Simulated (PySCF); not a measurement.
**Structure elucidation problem**

Molecular formula: C6H10O2Si. Simulated spectra:

¹H NMR (400 MHz, computed): δ 9.48 (s, 1H), 8.29 (m, 1H), 7.89 (d, 1H), 4.70 (m, 1H), 0.28 (d, 6H).

¹³C{¹H} NMR (computed): δ 199.2 (CH), 186.3 (C), 168.1 (CH), 139.1 (CH), -2.7 (CH3, 2C).

[PySCF 2.14.0 with density-fitted response routines: shielding tensors at PBE0/pcSseg-1 (GIAO); geometry from GFN2-xTB; a single conformation; equivalent nuclei averaged; non-relativistic Hamiltonian; gas phase]

δ = σ(ref) − σ, references computed at the same level: ¹H (31.72 ppm) and ¹³C (186.93 ppm) against TMS.

Choose the structure that fits.
A. CCO[SiH2]CC#CC=O
B. C#C[C@@](C)([SiH2]C)C(=O)O
C. COc1ccc([SiH2]C)o1
D. C[SiH](C)/C=C/C(=O)C=O

Answers

D. 

Rings plus π bonds: 3 (no ring in the answer). 5 carbon signals for 6 carbons: some carbons are equivalent by symmetry or fast rotation. Carbon types of the structure: 1 × C, 3 × CH, 2 × CH3, leaving 1 H on heteroatoms. δC 199.2: aldehyde carbonyl carbon; low-lying n→π* states of the double bond to the heteroatom give a large paramagnetic term (-258 ppm). δC 186.3: ketone carbonyl carbon; the double bond to the heteroatom, with no lone-pair donor beside it, deshields it most. δC 168.1: β carbon of a C=C–C=O unit; conjugation with the carbonyl draws π density from the β position. δC 139.1: α carbon of a C=C–C=O unit; the olefinic region. δH 9.48: hydrogen on an aldehyde carbonyl carbon; the C=O anisotropy and electron withdrawal place aldehyde protons far downfield.

The others: C#C[C@@](C)([SiH2]C)C(=O)O would give 6 carbon signals, not 5; COc1ccc([SiH2]C)o1 would give 6 carbon signals, not 5; CCO[SiH2]CC#CC=O would give 6 carbon signals, not 5.

Shifts are as computed. Against solution values, carbons near 30 ppm lie about +3 ppm off and those near 130 ppm about +5 ppm. Of 1211 compounds with measured shifts, 218 miss one by over three times the rms of a fit or turn the order of signals round; such compounds aren't used in these exercises. No couplings were computed; multiplicities are counted from neighbouring protons, with m where these are inequivalent, close in shift, in a saturated or five-membered ring or joined by F or P, and br s for small geminal =CH2 splittings.
